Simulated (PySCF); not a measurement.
Start geometry of `[SiH3]C[SiH2]C` from GFN2-xTB (Å):
```
atom  x, y, z in Å
C1    -1.867    0.301   -0.235
Si2   -0.895   -0.326    1.235
C3     0.898    0.256    1.103
Si4    1.881   -0.216   -0.478
H5    -1.874    1.405   -0.298
H6    -2.931    0.024   -0.177
H7    -1.480   -0.052   -1.177
H8    -1.463    0.190    2.483
H9    -0.940   -1.785    1.279
H10    1.462   -0.145    1.977
H11    0.943    1.340    1.231
H12    1.729   -1.657   -0.712
H13    1.277    0.529   -1.628
H14    3.253    0.122   -0.330
```

Question: What comes out of this run: PBE0-D3(BJ)/def2-SVP geometry optimisation, gas phase in PySCF 2.14.0?

Answer: 
```
atom  x, y, z in Å
C1    -1.8360    0.4767   -0.3570
Si2   -0.9501   -0.2075    1.1525
C3     0.8813    0.2422    1.1445
Si4    1.8715   -0.4107   -0.3146
H5    -1.7608    1.5749   -0.3912
H6    -2.9039    0.2103   -0.3334
H7    -1.4067    0.0771   -1.2886
H8    -1.5885    0.3317    2.3962
H9    -1.0830   -1.6994    1.1852
H10    1.3356   -0.1432    2.0739
H11    0.9810    1.3413    1.1747
H12    1.7283   -1.8961   -0.4203
H13    1.3831    0.1943   -1.5933
H14    3.3245   -0.0857   -0.1736
```

The energy falls by 13.8 kJ/mol over 5 energy and gradient evaluations, the largest force component goes from 0.0412 to 3.1e-04 Eh/bohr, and the atoms move by 0.089 Å rms after alignment. The bond that changes most is Si4–H14 (SiH3 silicon to Si–H hydrogen), which lengthens by 0.075 Å. Bonds longer at the end by more than 0.005 Å: 7 of 13; shorter: 2. Among the angles that change most is H5–C1–H6, from 104.4° to 107.9°. Rotational constants go from 7229, 2146, 1829 to 7296, 2164, 1860 MHz. The orientation of the end geometry is arbitrary; only internal coordinates are fixed.

The run used 114 basis functions and 29 SCF cycles in all.

PBE0-D3(BJ)/def2-SVP frequencies: not computed here. The numbers are those of one conformer.
